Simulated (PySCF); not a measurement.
## Static response to an electric field

C₄H₉NO₂Si.
Structure used (GFN2-xTB), in Å, numbered top down from 1:
```xyz
17
C4H9NO2Si angstrom
C      3.3798    0.5825   -0.2412
N      2.1547    0.4501   -0.4125
Si     0.9046   -0.0172    0.6751
O      0.2186   -1.3302   -0.0039
C     -1.1745   -1.4185   -0.1068
C     -1.8080   -0.0939   -0.5139
C     -1.5196    0.9804    0.5276
O     -0.1490    1.2261    0.6697
H      3.8971    0.4105    0.7072
H      4.0043    0.8905   -1.0758
H      1.2356   -0.3383    2.0654
H     -1.5874   -1.7430    0.8581
H     -1.3888   -2.1907   -0.8534
H     -2.8847   -0.2195   -0.6280
H     -1.3732    0.2207   -1.4639
H     -1.9833    1.9292    0.2371
H     -1.9330    0.6733    1.4978
```

Level: B3LYP/def2-SVPD (PySCF), static field, nuclei fixed, core orbitals frozen in the response. The polarisability tensor in these axes (au):

```
x   104.78   5.15  -0.89
y     5.15  71.80  -1.01
z    -0.89  -1.01  74.17
```

Q: Diagonalise the tensor; give its mean and Δα, where Δα² is half the sum of the squared differences of the eigenvalues.

A: Principal values 70.79, 74.36 and 105.60 au; mean 83.58 au = 12.39 Å³ = 13.78 × 10⁻⁴⁰ C²·m²/J; Δα = 33.17 au (40 % of the mean).

Q: What is the dipole moment, and where does it point?

A: (-0.57, -0.21, 0.49) D, 0.78 D in size, pointing from the negative to the positive side. Measured along this direction, the outermost atoms are H10 at the negative end and H17 and H12 at the positive end.

Q: What depolarisation ratio follows for Rayleigh scattering of linearly polarised light, taking the static tensor?

A: ρ = 3Δα²/(45ᾱ² + 4Δα²) = 3301.2/(314362 + 4401.6) = 0.0104.

Q: What would n − 1 = 2πNα be for an ideal gas of these molecules at 400 K and 1 atm, electronic part alone?

A: N = p/kT = 1.8347 × 10¹⁹ cm⁻³, so n − 1 = 2π × N × 12.39 × 10⁻²⁴ cm³ = 1428 × 10⁻⁶ at long wavelengths.

Q: In a dilute gas of rigid molecules at 500 K, how does the orientational term μ²/3kT compare with the electronic polarisability?

A: In Gaussian units μ²/3kT = 2.93 Å³ against 12.39 Å³, a ratio of 0.24; the Debye molar polarisation (4π/3)N_A(α + μ²/3kT) is 38.6 cm³/mol, leaving out the vibrational part.

Q: Form Σ f/ω² (atomic units) for the 8 lowest TDDFT singlets, given as eV and f, and set it beside the mean polarisability, which is this sum over all singlets: 4.02, 0.0004; 5.74, 0.0001; 5.98, 0.0075; 6.19, 0.0143; 6.47, 0.0414; 6.68, 0.0342; 7.06, 0.0038; 7.25, 0.0498.

A: They add up to 2.51 au, 3.0 % of the 83.58 au; the largest single term is 0.73 au, from the state at 6.47 eV. Terms in order: 0.02, 0.00, 0.16, 0.28, 0.73, 0.57, 0.06, 0.70 au. Higher excitations give the rest. The strengths listed sum to 0.151.

Q: Find the Langevin capture rate constant for NO+ (29.998 u) meeting this molecule (131.040 u), k = 2.342 × 10⁻⁹ cm³/s × √(α in Å³ / reduced mass in u).

A: The reduced mass is 24.41 u, so k = 1.67 × 10⁻⁹ cm³/s. The formula leaves out the permanent dipole, which adds to the capture rate.

Geometry: GFN2-xTB, one conformer, isolated molecule.

These values come from a run that also computed excited states. The run took 91 s wall on an Arm Neoverse N1 with one thread, shared host with 64 logical CPUs at a one-minute load of 56, and the process peaked at 0.90 GiB of memory.
